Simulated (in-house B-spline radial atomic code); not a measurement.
Results of a calculation; reference values are marked as such.
**Rh in an electron gas of r_s = 2: phase shifts, screening, friction and resistivity**

A nucleus sits in a uniform electron gas with a rigid positive background. The Kohn-Sham equations are solved self-consistently in the spin-unpolarised LDA (PW92), non-relativistic, on B-splines with outgoing waves at the boundary and partial waves to l = 8. The model has no lattice, no bands and no magnetic solution. Atomic units; δ_l are the phase shifts at the Fermi level, counted so that each bound state adds π, and good to about 0.0005.

The density parameter is r_s = 2 bohr, near that of the valence electrons of Si (4 per atom, density 2.33 g/cm³, mass 28.09 u, which gives r_s = 2.01).

```tsv
l	δ_l (rad)
0	12.0693
1	9.4542
2	5.9020
3	0.0793
4	0.0158
5	0.0028
6	0.0005
7	-0.0001
8	-0.0001
```

Bound levels below the band bottom (hartree): s -20.2, p -16.85, d -10.65, s -2.311, p -1.302 and deeper ones.

**Question.** Check the Friedel sum rule, and say where the screening charge sits.

**Answer.** k_F = (9π/4)^(1/3)/r_s = 0.95958. The rule is Z = (2/π) Σ (2l + 1) δ_l. The terms are s 7.684, p 18.056, d 18.787, f 0.353 and 0.112 beyond, in all 44.992 against Z = 45. Bound states hold 8 s, 18 p, 10 d electrons, so the scattering states carry 8.99 in all; where a term is smaller than its bound count, the bound level has drawn weight out of the band.

**Question.** Find the transport cross section and the electronic stopping of a 5 keV Rh ion (mass 102.91 u).

**Answer.** σ_tr = (4π/k_F²) Σ (l + 1) sin²(δ_l − δ_(l+1)). The terms for l = 0 to 3 are 0.2525, 0.3187, 0.5924, 0.0161, all together 1.1806, so σ_tr = 13.647 × 1.1806 = 16.112 bohr². With n = 3/(4π r_s³) = 0.02984, the friction coefficient is Q = n k_F σ_tr = 0.4614. For v well below v_F = 0.960, dE/dx = Q v; with 24801 eV per u at v = 1, v = √(5000/(24801 × 102.91)) = 0.0443, so dE/dx = 0.02042 hartree/bohr = 10.5 eV/nm. The largest term couples the d and f waves.

**Question.** What residual resistivity would 1 atomic per cent of such centres give in a metal of this density?

**Answer.** Δρ = k_F n_i σ_tr/n in atomic units of 21.74 μΩ·cm. With one host atom per 4 electrons, n_i/n = 0.01/4, so Δρ = 0.9596 × 0.00250 × 16.112 × 21.74 = 0.84 μΩ·cm. This is an atom added to the gas, as on an interstitial site.

**Question.** On a substitutional site the background of one host ion, a sphere holding 4 charges, is taken out. The phase shifts for l = 0 to 4 become 11.4385, 8.8462, 5.4396, -0.0744, -0.0208. What follows?

**Answer.** The Friedel sum is now 40.99, for Z − 4 = 41. The sum in σ_tr is 1.8740, so σ_tr = 25.57 bohr² and Δρ = 1.33 μΩ·cm per atomic per cent, 1.59 times the value above. A real host ion scatters too, so this model doesn't give zero even for the host's own atom.
